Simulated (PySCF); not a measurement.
PySCF job for tetraantimony cation (Sb₄), SMILES [Sb]12[Sb]3[Sb]1[Sb]23 (connectivity only; charge and spin as stated), charge +1, multiplicity 2, PBE-D3(BJ)/def2-SVP. Geometry optimised at PBE-D3(BJ)/def2-SVP. The spin state was assumed, not searched. The def2 effective core potentials stand for the cores of Sb; spin–orbit coupling is left out.

```python
import numpy as np
from pyscf import gto, scf, dft, df
from pyscf.hessian import thermo

mol = gto.M(
    atom='''
    Sb    1.08519914    1.08519915   -0.90563046
    Sb   -1.08519915   -1.08519915   -0.90563045
    Sb    1.08519915   -1.08519915    0.90563045
    Sb   -1.08519914    1.08519915    0.90563046
    ''',
    basis='def2-SVP',
    ecp={'Sb': 'def2-svp'},
    charge=1,
    spin=1,
    max_memory=1600,
    verbose=3,
)
mf = dft.UKS(mol, xc='pbe').density_fit(auxbasis='def2-universal-jkfit')
mf.disp = 'd3bj'
mf.grids.level = 3
mf.conv_tol = 1e-11
mf.max_cycle = 100
mf.kernel()
fine, coarse = mf.grids, dft.Grids(mol).set(level=1).build(with_non0tab=True)
for _ in range(3):  # follow internal instabilities
    mf.grids = coarse
    mo, _, stable, _ = mf.stability(return_status=True, nroots=4)
    mf.grids = fine
    if stable:
        break
    mf.kernel(mf.make_rdm1(mo, mf.mo_occ))

# [left out here: the lines that compute and print the analytic Hessian (its translational invariance restored by hand, since the grid's response is missing), thermochemistry and intensities]
```

Log of the run:

```

WARN: HOMO -1.75624991860638 >= LUMO -1.75624991860638

converged SCF energy = -960.884005316417  <S^2> = 0.75325168  2S+1 = 2.003249
<class 'pyscf.df.df_jk.DFUKS'> wavefunction is stable in the internal stability analysis

WARN: DFTD3 does not support analytical Hessian, using finite difference


WARN: Mole.unit (angstrom) is changed to Bohr

Mode                                 0                   1                   2
Irrep
Freq [cm^-1]                       96.9132            106.7741            122.7485
Reduced mass [au]                 121.7600            121.7600            121.7600
Force const [Dyne/A]                0.6738              0.8179              1.0809
Char temp [K]                     139.4366            153.6242            176.6077
Normal mode                   x     y     z       x     y     z       x     y     z
       0  Sb                 0.03 -0.03 -0.00   -0.02 -0.02 -0.03    0.03  0.03 -0.00
       1  Sb                -0.03  0.03  0.00    0.02  0.02 -0.03   -0.03 -0.03  0.00
       2  Sb                 0.03  0.03  0.00   -0.02  0.02  0.03   -0.03  0.03  0.00
       3  Sb                -0.03 -0.03 -0.00    0.02 -0.02  0.03    0.03 -0.03 -0.00
Mode                                 3                   4                   5
Irrep
Freq [cm^-1]                      181.9252            181.9255            226.1637
Reduced mass [au]                 121.7600            121.7600            121.7600
Force const [Dyne/A]                2.3743              2.3743              3.6694
Char temp [K]                     261.7499            261.7503            325.3993
Normal mode                   x     y     z       x     y     z       x     y     z
       0  Sb                -0.02  0.02 -0.00    0.02  0.02 -0.04    0.02  0.02 -0.03
       1  Sb                -0.02  0.02  0.00    0.02  0.02  0.04   -0.02 -0.02 -0.03
       2  Sb                 0.02 -0.02  0.04   -0.02 -0.02 -0.00    0.02 -0.02  0.03
       3  Sb                 0.02 -0.02 -0.04   -0.02 -0.02  0.00   -0.02  0.02  0.03
temperature 298.1500 [K]
pressure 101325.00 [Pa]
Rotational constants [GHz] 0.51939 0.51939 0.44056
Symmetry number 4
Zero-point energy (ZPE) 0.00209 [Eh]   5481.590 [J/mol]
                           tot       elec      trans        rot        vib
Entropy [J/mol/K]       383.901      5.763    185.925    123.490     68.723
Cv [J/mol/K]             72.453      0.000     12.472     12.472     47.510
Cp [J/mol/K]             80.768      0.000     20.786     12.472     47.510
Internal energy [J/mol]                      3718.434   3718.434  15601.157
Internal energy [Eh]   -960.87523  -960.88401
Enthalpy [J/mol]                             6197.391   3718.434  15601.157
Enthalpy [Eh]          -960.87429
Gibbs free energy [J/mol]                  -49236.135 -33100.226  -4888.545
Gibbs free energy [Eh] -960.91788
mode   freq/cm-1   IR/(km/mol)
   1       96.91         0.000
   2      106.77         0.000
   3      122.75         0.653
   4      181.93         0.227
   5      181.93         0.227
   6      226.16         0.000
max |gradient| / (hartree/bohr): 9.908191617368005e-05
APT charges: [0.25 0.25 0.25 0.25]
```

The run converged.
